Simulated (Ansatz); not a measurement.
The multiplicity is imposed and other spin states were not computed.

These are Ansatz (a quantum-chemistry and plane-wave program) with PBE-D3(BJ)/def2-SVP values and carry that method's errors. No frequencies were computed at this level.

Ansatz 0.2 input:
```yaml
crystal:
  periodic: [false, false, false]
  atoms:
    - { symbol: Hf, position_ang: [0.001244, -0.001483, -0.001211] }
    - { symbol: F, position_ang: [-1.116393, -1.257773, -0.712047] }
    - { symbol: F, position_ang: [0.859939, 0.906901, -1.331681] }
    - { symbol: F, position_ang: [1.214577, -0.790824, 1.111188] }
    - { symbol: Cl, position_ang: [-1.197241, 1.426631, 1.165275] }
basis:
  gaussian: { orbitals: def2-svp }
hamiltonian:
  xc: pbe
  dispersion: d3bj
relax:
  max_steps: 150
```

Output:

```
Functional definition: PBE
953 factors; their error is unknown
mean field evaluation 1: about -21960.9846 eV, gradient 5.9e1 eV
mean field evaluation 2: about -21926.8992 eV, gradient 1.6e2 eV
mean field evaluation 4: about -21966.2164 eV, gradient 3.9e0 eV
mean field evaluation 8: about -21966.1634 eV, gradient 3.0e-1 eV
mean field evaluation 16: about -21966.1635 eV, gradient 4.1e-5 eV
mean field -21966.16350051 eV, -807.2416194433 hartree, gradient 4.1e-5 eV, S^2 0.000000; 0 other end points of the search recorded, 0 dependent functions left out
reference -21966.16356921 eV, -807.2416219680 hartree; 28, 28 occupied and 64, 64 virtual orbitals, 953 factors
relax step   1: F+E_penalty+E_count = -21966.25116550 eV  Δ(F+E_penalty+E_count) = +0.000e0 eV  max|allowed force component| = 2.412e0 eV/Å  Δτ_max = 0.0000 Å  (27 SCF iters, accepted)
these checks for a lower state are left out or cut short: starts, cluster_reference, orbital_swaps, neighbouring_geometries, increment
953 factors; their error is unknown
mean field -21966.80064590 eV, -807.2650341046 hartree, gradient 2.3e-5 eV, S^2 0.000000; 0 other end points of the search recorded, 0 dependent functions left out
reference -21966.80071529 eV, -807.2650366545 hartree; 28, 28 occupied and 64, 64 virtual orbitals, 953 factors
relax step   2: F+E_penalty+E_count = -21966.88324690 eV  Δ(F+E_penalty+E_count) = -6.321e-1 eV  max|allowed force component| = 4.761e-1 eV/Å  Δτ_max = 0.1981 Å  (34 SCF iters, accepted)
these checks for a lower state are left out or cut short: starts, cluster_reference, orbital_swaps, neighbouring_geometries, increment
953 factors; their error is unknown
mean field evaluation 32: about -21966.8147 eV, gradient 2.7e-5 eV
mean field -21966.81465731 eV, -807.2655490145 hartree, gradient 2.7e-5 eV, S^2 0.000000; 0 other end points of the search recorded, 0 dependent functions left out
reference -21966.81472688 eV, -807.2655515709 hartree; 28, 28 occupied and 64, 64 virtual orbitals, 953 factors
relax step   3: F+E_penalty+E_count = -21966.89774983 eV  Δ(F+E_penalty+E_count) = -1.450e-2 eV  max|allowed force component| = 1.774e-2 eV/Å  Δτ_max = 0.0247 Å  (29 SCF iters, accepted)
these checks for a lower state are left out or cut short: starts, cluster_reference, orbital_swaps, neighbouring_geometries, increment
953 factors; their error is unknown
mean field -21966.81471656 eV, -807.2655511919 hartree, gradient 8.0e-6 eV, S^2 0.000000; 0 other end points of the search recorded, 0 dependent functions left out
reference -21966.81478616 eV, -807.2655537494 hartree; 28, 28 occupied and 64, 64 virtual orbitals, 953 factors
relax step   4: F+E_penalty+E_count = -21966.89781867 eV  Δ(F+E_penalty+E_count) = -6.884e-5 eV  max|allowed force component| = 5.043e-3 eV/Å  Δτ_max = 0.0021 Å  (31 SCF iters, accepted)
953 factors; their error is unknown
mean field evaluation 64: about -21966.8147 eV, gradient 1.1e-3 eV
mean field -21966.81471656 eV, -807.2655511919 hartree, gradient 8.0e-6 eV, S^2 0.000000; 1 other end points of the search recorded, 0 dependent functions left out
reference -21966.81478616 eV, -807.2655537494 hartree; 28, 28 occupied and 64, 64 virtual orbitals, 953 factors
Total energy: -21966.89788826 eV, -807.2686076955 hartree
Atom 0 at    -0.006087     0.007271     0.005989 Å, force    -0.001007     0.001228     0.001077 eV/Å
Atom 1 at    -1.134896    -1.329565    -0.759272 Å, force    -0.005043    -0.002958    -0.001261 eV/Å
Atom 2 at     0.913091     0.913593    -1.401372 Å, force     0.001822     0.004561    -0.003413 eV/Å
Atom 3 at     1.280664    -0.845755     1.130075 Å, force     0.002889    -0.001240     0.004881 eV/Å
Atom 4 at    -1.290646     1.537908     1.256105 Å, force     0.001340    -0.001591    -0.001285 eV/Å
Dipole moment:     0.010408    -0.012371    -0.010020 e Å
```

Cost: about 13 core-seconds (a rough figure).
